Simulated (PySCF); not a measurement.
C₃H₂F₄, charge +1, multiplicity 2. Atoms are numbered in the order given.

```xyz
9

F      0.1821     2.8187     0.0000
C     -0.3159     1.6427     0.0000
C      0.5537     0.5222     0.0000
C      0.0121    -0.8981     0.0000
F      0.4753    -1.5023    -1.0977
F      0.4753    -1.5023     1.0977
F     -1.3245    -0.9085     0.0000
H     -1.4242     1.5821     0.0000
H      1.6515     0.6659     0.0000
```
Charge +1, spin multiplicity 2.

The structure is a stationary point at PBE-D3(BJ)/def2-SVP. The spin state was assumed, not searched.

Calculation: TDA-ωB97X/def2-SVPD (PySCF 2.14.0).

Vertical excitations. Gas-phase values at a fixed geometry.

```
state    energy (eV)  λ (nm)      f                              main pairs
-------  -----------  ------  -----  --------------------------------------
root 1          3.19     389  0.002                        β HOMO→LUMO 86 %
root 2          3.75     331  0.000                      β HOMO−4→LUMO 84 %
root 3          4.52     275  0.001                      β HOMO−1→LUMO 97 %
root 4          4.98     249  0.001                      β HOMO−2→LUMO 87 %
root 5          5.26     236  0.028                      β HOMO−3→LUMO 96 %
root 6          5.98     207  0.002                      β HOMO−5→LUMO 82 %
root 7          6.02     206  0.181     α HOMO→LUMO 82 %, β HOMO−6→LUMO 9 %
root 8          6.15     202  0.003     α HOMO→LUMO 9 %, β HOMO−6→LUMO 88 %
root 9          6.40     194  0.001  β HOMO−7→LUMO 74 %, β HOMO−5→LUMO 13 %
root 10         7.11     174  0.001  α HOMO−1→LUMO 73 %, α HOMO−5→LUMO 19 %
```
Unrestricted roots are not spin-pure.
